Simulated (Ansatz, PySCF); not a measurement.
Ge(F)(Cl)2(NH2) (Cl2FGeH2N), SMILES [NH2][Ge]([F])([Cl])[Cl]. Atoms are numbered in the order given.

```xyz
7

N      1.9568    -0.3394     0.3832
Ge     0.1724    -0.1272     0.2300
F     -0.5798    -0.5867     1.7179
Cl    -0.2506     1.9423    -0.1251
Cl    -0.7809    -1.3570    -1.2588
H      2.2998    -1.2861     0.2316
H      2.5001     0.3287    -0.1600
```

Geometry: B3LYP-D3(BJ)/def2-SVP. This is a generated structure with no PubChem entry under its InChIKey; it may be hypothetical. The values are those of a single conformer.

Two levels are set side by side: PBE-D3(BJ)/def2-SVP (Ansatz, a first-principles code) and B3LYP-D3(BJ)/def2-SVP (Ansatz). Each level has its own optimised geometry; the coordinates shown are those of the second. Frequencies come from the Hessian of PySCF at each geometry. Differences are taken from unrounded values.

```tsv
quantity	B3LYP-D3(BJ)
mean bond length (Å)	1.644
bond N1–Ge2 (Å)	1.804
bond Ge2–F3 (Å)	1.729
bond Ge2–Cl4 (Å)	2.142
bond Ge2–Cl5 (Å)	2.153
bond N1–H6 (Å)	1.018
bond N1–H7 (Å)	1.018
highest harmonic wavenumber (cm⁻¹)	3638
mean harmonic wavenumber (cm⁻¹)	898
zero-point energy (kcal/mol)	19.26
```

**Question.** What does PBE-D3(BJ) give, and how far is it from B3LYP-D3(BJ)? (Estimate from the structure and the level; the computed values follow.)

**Answer.** 
```csv
quantity,PBE-D3(BJ),PBE-D3(BJ) minus B3LYP-D3(BJ)
mean bond length (Å),1.654,0.010
bond N1–Ge2 (Å),1.818,0.015
bond Ge2–F3 (Å),1.742,0.012
bond Ge2–Cl4 (Å),2.148,0.006
bond Ge2–Cl5 (Å),2.161,0.008
bond N1–H6 (Å),1.027,0.009
bond N1–H7 (Å),1.027,0.009
highest harmonic wavenumber (cm⁻¹),3547,-91
mean harmonic wavenumber (cm⁻¹),878,-20
zero-point energy (kcal/mol),18.82,-0.44
```

Exact exchange shortens and stiffens bonds; PBE has none. Differences between two approximate levels are no errors against the true value.
